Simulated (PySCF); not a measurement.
Geometry (Å), atoms numbered from 1 in this order:
```xyz
17

C    -2.3230   -0.3051    0.9438
C    -0.8646   -0.4257    0.5891
O    -0.0550   -0.9358    1.3347
C    -0.4493    0.0880   -0.7599
N    -1.1999    0.0662   -1.7941
C     0.9201    0.5230   -0.8745
C     1.7054    1.0904    0.3150
Si    2.3106   -0.6183   -0.1543
H    -2.8797   -1.0911    0.4325
H    -2.4552   -0.4339    2.0152
H    -2.7166    0.6577    0.6245
H    -2.1286   -0.3199   -1.6444
H     1.1176    0.9813   -1.8358
H     2.3001    1.9618    0.0748
H     1.1461    1.2320    1.2285
H     2.0949   -1.8655    0.5361
H     3.4701   -0.5931   -1.0412
```

How the numbers were obtained: GIAO PBE0/pcSseg-1 shieldings, geometry: GFN2-xTB, in PySCF 2.14 (no solvent model, one conformer, averaged over atoms made equivalent by symmetry, fast rotation or ring inversion, non-relativistic Hamiltonian).

Referencing at the same level of theory: TMS for 13C, 1H, 29Si; H2O for 17O; 15N vs NH3.

| atoms | nucleus | count | Hirshfeld charge | δ (ppm) |
| --- | --- | --- | --- | --- |
| H14 | 1H | 1 | 0.05 | 1.03 |
| N5 | 15N | 1 | -0.24 | 337.3 |
| O3 | 17O | 1 | -0.18 | 663.6 |
| C6 | 13C | 1 | -0.11 | 22.9 |
| C2 | 13C | 1 | 0.18 | ? |
| C1 | 13C | 1 | -0.12 | 28.2 |
| Si8 | 29Si | 1 | 0.30 | ? |
| H16 | 1H | 1 | -0.06 | ? |
| H12 | 1H | 1 | 0.10 | ? |
| H17 | 1H | 1 | -0.07 | 2.84 |
| C4 | 13C | 1 | 0.07 | 186.9 |
| H15 | 1H | 1 | 0.03 | 1.17 |
| H9/H10/H11 | 1H | 3 | 0.06 | 2.35 |
| C7 | 13C | 1 | -0.17 | ? |
| H13 | 1H | 1 | 0.05 | 2.41 |

Fill in the missing shifts.

Results:


- C2: 206.7 ppm, carbon bonded to 2 C, O
- C7: 7.4 ppm, carbon bonded to C, Si, 2 H
- H12: 10.69 ppm, hydrogen on a nitrogen bonded to C
- H16: 3.49 ppm, hydrogen on a silicon bonded to 2 C
- Si8: -134.5 ppm, silicon bonded to 2 C, 2 H

Exchangeable OH/NH protons stand at their gas-phase positions; hydrogen bonding in a real sample shifts them, mostly to higher δ. Shifts are as computed. Against solution values, carbons near 30 ppm lie about +3 ppm off and those near 130 ppm about +5 ppm. Of 1309 compounds with measured shifts, 239 miss one by over three times the rms of a fit or turn the order of signals round; such compounds aren't used in these exercises. Unscaled 17O shifts of doubly bonded oxygen tend to come out too high, by tens of ppm or more. Experimental scales use liquid or dissolved standards, which lie at an offset from isolated NH3 (liquid NH3: subtract about 20 ppm) and H2O (liquid H2O: subtract about 36 ppm). Unscaled 15N shifts of sp2 nitrogen come out 20 to 40 ppm too high even then.
